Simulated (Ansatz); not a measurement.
(1) Predict a relaxed structure of cyclo-(H2SiNH)2 (Si2N2H6), charge 0, singlet, at PBE-D4/def2-SVP (Ansatz).

## Answers

(1) 
```xyz
10

Si   -0.9880    0.6712   -0.4540
H    -1.4387    2.0348    0.0123
H    -1.9276    0.2523   -1.5593
N     0.7227    0.4940   -0.8422
Si    0.9879   -0.6713    0.4540
H     1.9276   -0.2523    1.5592
H     1.4387   -2.0349   -0.0124
N    -0.7227   -0.4940    0.8423
H     1.2045    0.6000   -1.7339
H    -1.2043   -0.5998    1.7340
```
Point group C2h (tolerance 0.1 Å). This is one stationary point.
